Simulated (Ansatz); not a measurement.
# A rate constant, worked out

An elementary step of BNH₂F₂, singlet (BNH₂F₂ ([NH2][B]([F])[F]) → BNHF ([NH][B][F]) + HF; B–F, N–H broken or loosened, F–H formed or tightened). The start structure is the reactant molecule, and the electronic barrier above it is 3.599 eV by CCSD(T) at an estimated basis limit (MP2 extrapolated from triple and quadruple zeta, plus CCSD(T) − MP2 in triple zeta). Ansatz 0.2.0; basis: def2-TZVPP and def2-QZVPP; cores frozen in the correlated methods. Extrapolation: Hartree–Fock as exp(−7.88 √X), correlation as X^−2.97. Harmonic wavenumbers at PBE0-D4/def2-TZVP (Ansatz 0.2.0), in cm⁻¹:

Start: 379, 432, 473, 550, 665, 879, 909, 1432, 1459, 1637, 3653, 3757.

Saddle: 376i, 270, 474, 482, 501, 689, 856, 980, 1078, 1898, 2653, 3754.

Question: Work out the transition-state-theory rate constant at 500 K from these numbers alone (harmonic vibrations; rotation, path degeneracy and anharmonicity left out), and the Wigner tunnelling factor. Use 1 cm⁻¹ = 1.2398 × 10⁻⁴ eV and k_B = 8.617 × 10⁻⁵ eV/K.

Answer: Zero-point energies, half the sums: start 16225/2 cm⁻¹ = 1.0058 eV; saddle, real modes only, 13635/2 cm⁻¹ = 0.8453 eV.
Barrier with zero-point energy: 3.599 + 0.8453 − 1.0058 = 3.4385 eV.
k_BT = 0.04309 eV, so the barrier is 79.80 k_BT.
Vibrational partition functions from the zero-point level, ln q = −Σ ln(1 − exp(−hν/k_BT)): start 1.635, saddle 1.818.
k = (k_BT/h) exp(ln q‡ − ln q) exp(−E0/k_BT), with log₁₀(k_BT/h in s⁻¹) = 13.02: log₁₀ k = 13.02 + (0.183 − 79.80)/2.3026 = -21.56, so k ≈ 3 × 10^(-22) s⁻¹.
Wigner factor: 1 + (hν‡/k_BT)²/24 = 1 + (1.08)²/24 = 1.05. A change of 1 kcal/mol (0.043 eV) in the barrier would change k by a factor of 2.7 at this temperature.

The T1 diagnostic stays at or below 0.014.

Labels in which every atom is bracketed show which atoms are joined, not bond orders.

For scale, one of the runs: CCSD(T)/def2-TZVPP, 152 basis functions (an equivalent command: `ansatz run in.yaml --threads 2`). Time: 21 s of wall clock on 2 CPU threads; the host was shared. Peak host memory: 1.1 GiB.
